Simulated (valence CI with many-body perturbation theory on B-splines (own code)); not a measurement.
**Level structure of Sb11+**

Computed by valence CI with perturbative core correlation (CI+MBPT): four valence electrons over a frozen Dirac-Fock core [Kr], a basis of 7 s, 7 p, 8 d, 6 f, 4 g, 1 h functions for each j, with the one-electron correlation potential Σ1, the two-electron term Σ2, the three-electron term Σ3, Breit, model QED; selected CI, second order for the rest, scaled by the run's own slope (own B-spline code, finite nucleus).

No measured spectrum was set against this ion. As an estimate, terms of the open shell hold to 2 to 4 % of their energy, and close levels can change places. Excitations out of the core, of the other parity, are not computed and may begin above about 54.4 eV (a cautious bound); beyond it only levels of the ground parity were kept, without lifetimes.

Levels 1 to 45 of 72, with energies above the lowest level, 4d⁴ ⁵D_0. "Leading %" is the weight of the configuration and term that name the level; weights of strongly mixed levels are sums over their largest components and can fall short. In the jj column 3d3/2^4 stands for four electrons in 3d with j = 3/2. Lifetimes count E1, E2, E3, M1 and M2 decay at the calculated energies, and are blank where another channel may lead or the interval is too uncertain; long ones can be off by a factor of two.

| No. | Configuration | Term | J | E (cm⁻¹) | Leading % | Lifetime | Second component | Leading jj |
| --- | --- | --- | --- | --- | --- | --- | --- | --- |
| 1 | 4d⁴ | ⁵D | 0 | 0 | 80 |  | 18 % 4d⁴ ³P | 4d3/2^4 (60 %) |
| 2 | 4d⁴ | ⁵D | 1 | 3884 | 90 | 366 ms | 9 % 4d⁴ ³P | 4d3/2^3 4d5/2 (76 %) |
| 3 | 4d⁴ | ⁵D | 2 | 8142 | 95 | 249 ms |  | 4d3/2^2 4d5/2^2 (63 %) |
| 4 | 4d⁴ | ⁵D | 3 | 12125 | 93 | 363 ms |  | 4d3/2^2 4d5/2^2 (52 %) |
| 5 | 4d⁴ | ⁵D | 4 | 15678 | 85 | 894 ms | 12 % 4d⁴ ³F | 4d3/2^2 4d5/2^2 (40 %) |
| 6 | 4d⁴ | ³P | 0 | 29237 | 67 | 4.92 ms | 19 % 4d⁴ ⁵D | 4d3/2^2 4d5/2^2 (54 %) |
| 7 | 4d⁴ | ³H | 4 | 30937 | 63 | 52.3 ms | 16 % 4d⁴ ³G | 4d3/2^3 4d5/2 (62 %) |
| 8 | 4d⁴ | ³G | 3 | 37245 | 64 | 19.3 ms | 30 % 4d⁴ ³F | 4d3/2^2 4d5/2^2 (52 %) |
| 9 | 4d⁴ | ³H | 5 | 37285 | 80 | 132 ms | 20 % 4d⁴ ³G | 4d3/2^2 4d5/2^2 (96 %) |
| 10 | 4d⁴ | ³P | 1 | 38954 | 84 | 6.82 ms | 9 % 4d⁴ ³D | 4d3/2^2 4d5/2^2 (57 %) |
| 11 | 4d⁴ | ³F | 2 | 39473 | 80 | 14.0 ms | 11 % 4d⁴ ¹D | 4d3/2^2 4d5/2^2 (52 %) |
| 12 | 4d⁴ | ³H | 6 | 40564 | 81 | 1.92 s | 18 % 4d⁴ ¹I | 4d3/2^2 4d5/2^2 (81 %) |
| 13 | 4d⁴ | ³G | 4 | 43938 | 39 | 14.9 ms | 29 % 4d⁴ ³F | 4d3/2^2 4d5/2^2 (49 %) |
| 14 | 4d⁴ | ³G | 4 | 47438 | 33 | 16.7 ms | 32 % 4d⁴ ³F | 4d3/2^2 4d5/2^2 (73 %) |
| 15 | 4d⁴ | ³P | 2 | 47449 | 53 | 32.3 ms | 40 % 4d⁴ ³D | 4d3/2^2 4d5/2^2 (71 %) |
| 16 | 4d⁴ | ³F | 3 | 49332 | 66 | 14.9 ms | 22 % 4d⁴ ³G | 4d3/2 4d5/2^3 (57 %) |
| 17 | 4d⁴ | ³D | 3 | 52528 | 77 | 9.70 ms | 9 % 4d⁴ ³G | 4d3/2 4d5/2^3 (41 %) |
| 18 | 4d⁴ | ³G | 5 | 53296 | 80 | 25.1 ms | 20 % 4d⁴ ³H | 4d3/2 4d5/2^3 (96 %) |
| 19 | 4d⁴ | ³P | 2 | 56923 | 36 | 6.62 ms | 29 % 4d⁴ ³D | 4d3/2 4d5/2^3 (56 %) |
| 20 | 4d⁴ | ¹I | 6 | 57450 | 81 | 19.9 ms | 18 % 4d⁴ ³H | 4d3/2 4d5/2^3 (81 %) |
| 21 | 4d⁴ | ³D | 1 | 58127 | 90 | 6.28 ms | 8 % 4d⁴ ³P | 4d3/2 4d5/2^3 (71 %) |
| 22 | 4d⁴ | ¹G | 4 | 65403 | 57 | 8.22 ms | 26 % 4d⁴ ³F | 4d5/2^4 (47 %) |
| 23 | 4d⁴ | ¹S | 0 | 67855 | 81 | 5.34 ms | 18 % 4d⁴ ³P | 4d3/2 4d5/2^3 (76 %) |
| 24 | 4d⁴ | ¹D | 2 | 69906 | 45 | 7.01 ms | 22 % 4d⁴ ³P | 4d3/2^2 4d5/2^2 (60 %) |
| 25 | 4d⁴ | ¹F | 3 | 73289 | 72 | 9.03 ms | 13 % 4d⁴ ³D | 4d3/2 4d5/2^3 (71 %) |
| 26 | 4d⁴ | ³P | 2 | 81447 | 76 | 8.28 ms | 13 % 4d⁴ ³F | 4d3/2^2 4d5/2^2 (53 %) |
| 27 | 4d⁴ | ³F | 4 | 84695 | 82 | 4.32 ms | 14 % 4d⁴ ¹G | 4d3/2^2 4d5/2^2 (64 %) |
| 28 | 4d⁴ | ³F | 2 | 86819 | 73 | 5.30 ms | 15 % 4d⁴ ¹D | 4d3/2^2 4d5/2^2 (37 %) |
| 29 | 4d⁴ | ³F | 3 | 88298 | 82 | 9.78 ms | 16 % 4d⁴ ¹F | 4d3/2 4d5/2^3 (94 %) |
| 30 | 4d⁴ | ³P | 1 | 89791 | 98 | 5.13 ms |  | 4d3/2 4d5/2^3 (90 %) |
| 31 | 4d⁴ | ³P | 0 | 94024 | 91 | 7.06 ms | 8 % 4d⁴ ¹S | 4d5/2^4 (55 %) |
| 32 | 4d⁴ | ¹G | 4 | 95990 | 85 | 5.06 ms | 12 % 4d⁴ ³F | 4d3/2 4d5/2^3 (80 %) |
| 33 | 4d⁴ | ¹D | 2 | 119930 | 95 | 3.76 ms |  | 4d3/2^2 4d5/2^2 (47 %) |
| 34 | 4d⁴ | ¹S | 0 | 154330 | 95 |  |  | 4d3/2^2 4d5/2^2 (54 %) |
| 35 | 4d³5s | ⁵F | 1 | 575930 | 91 |  | 7 % 4d³5s ³D | 4d3/2^3 5s (59 %) |
| 36 | 4d³5s | ⁵F | 2 | 578920 | 87 |  | 6 % 4d³5s ³D | 4d3/2^2 4d5/2 5s (46 %) |
| 37 | 4d³5s | ⁵F | 3 | 584160 | 92 |  |  | 4d3/2^2 4d5/2 5s (78 %) |
| 38 | 4d³5s | ⁵F | 4 | 589710 | 92 |  | 5 % 4d³5s ³G | 4d3/2 4d5/2^2 5s (58 %) |
| 39 | 4d³5s | ³F | 2 | 592280 | 81 |  | 8 % 4d³5s ⁵F | 4d3/2^2 4d5/2 5s (59 %) |
| 40 | 4d³5s | ⁵F | 5 | 594730 | 82 |  | 15 % 4d³5s ³G | 4d3/2 4d5/2^2 5s (47 %) |
| 41 | 4d³5s | ³F | 3 | 599790 | 80 |  | 14 % 4d³5s ³G | 4d3/2^2 4d5/2 5s (64 %) |
| 42 | 4d³5s | ⁵P | 2 | 600910 | 65 |  | 23 % 4d³5s ³P | 4d3/2^2 4d5/2 5s (77 %) |
| 43 | 4d³5s | ⁵P | 1 | 601340 | 78 |  | 18 % 4d³5s ³P | 4d3/2^2 4d5/2 5s (82 %) |
| 44 | 4d³5s | ³F | 4 | 604990 | 54 |  | 17 % 4d³5s ³G | 4d3/2^2 4d5/2 5s (67 %) |
| 45 | 4d³5s | ³P | 1 | 609450 | 42 |  | 26 % 4d³5s ¹P | 4d3/2^2 4d5/2 5s (64 %) |

Names give the largest LS component (configuration and term), which can be under half, so a name can repeat, a term be missing and a line seem to break the LS rules; names also repeat where a configuration has a term twice.

Where two levels of one J and parity lie close, their mixing, g and order are uncertain.

The ionisation energy to 4d³ ⁴F3/2 of the next ion comes out as 239.68 eV (NIST: 238 ± 2.5 eV (theoretical)). All 72 levels together are meant to be complete up to 438830 cm⁻¹.
